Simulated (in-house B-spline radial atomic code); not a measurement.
A fraction x of an electron is moved 4s → 4d in Kr⁵⁺, starting from [Ar] 3d10 4s2 4p1 and keeping the highest spin. Computed with a radial B-spline atomic code at the basis-set limit: non-relativistic AM05, spin-polarised, spherical fractional occupations, point nucleus.

```
    x  E(x) - E(0) (eV)  4s down level (eV)  4d up level (eV)
    0            0.0000             -84.949                 -
0.125            4.8178             -84.984           -46.608
 0.25            9.5939             -85.002           -46.962
0.375           14.3275             -85.001           -47.303
  0.5                 ?                   ?                 ?
0.625           23.6654             -84.952           -47.949
 0.75           28.2689             -84.910           -48.256
0.875                 ?                   ?                 ?
    1           37.3461                   -           -48.844
```

(1) What belongs in the row x = 0.5?

(2) What belongs in the row x = 0.875?

(3) Check Janak's theorem between x = 0.125 and 0.25.

Results:

(1) An energy change of 19.0182 eV; 4s down at -84.984 eV, 4d up at -47.632 eV.

(2) An energy change of 32.8291 eV; 4s down at -84.863 eV, 4d up at -48.554 eV.

(3) The slope of the energy is 38.21 eV; the orbital levels give 38.21 eV (ε of the receiving orbital less ε of the emptying one, averaged over the two points).
